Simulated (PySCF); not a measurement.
Consider dimethylsilanol, `C[SiH](C)O` (C2H8OSi). Coordinates in Å; atoms count from 1 in this order:
```
C    -1.4368    0.7259    0.1314
Si   -0.0649   -0.3752   -0.5205
C     1.5959    0.2271    0.1096
O    -0.3241   -1.9783   -0.1119
H    -1.3008    1.7632   -0.2147
H    -1.4504    0.7432    1.2333
H    -2.4219    0.3785   -0.2157
H    -0.0745   -0.3707   -2.0117
H     2.4096   -0.4270   -0.2393
H     1.6250    0.2491    1.2111
H     1.8034    1.2484   -0.2482
H    -0.3576   -2.1840    0.8261
```

Energies: M06-2X/def2-TZVP (PySCF, density fitting, integration grid level 3) on PBE0-D3(BJ)/def2-SVP structures. Thermal corrections: GFN2-xTB frequencies, unscaled, ideal gas at 298.15 K and 1 bar, quasi-RRHO entropy. These were taken at the GFN2-xTB minima.

**Question.** Rank these bonds by dissociation enthalpy, weakest first.
A. Si2–O4
B. C1–Si2
C. O4–H
D. C1–H

**Answer.** B (382 kJ/mol), D (417 kJ/mol), C (488 kJ/mol), A (537 kJ/mol).

Not ranked, since the method can't order them against a listed neighbour: Si2–H (383 kJ/mol).

**Question.** For C1–Si2, what are ΔE (electronic) and ΔG(298 K) of the homolysis?

**Answer.** ΔE = 400 and ΔG = 335 kJ/mol, beside ΔH = 382 kJ/mol. The radicals are CH3• and `C[SiH]O`.

Caveats: the order of C1–Si2 and Si2–H is undecided: the gaps lie inside the method's error (some 10 kJ/mol, one structure a species).
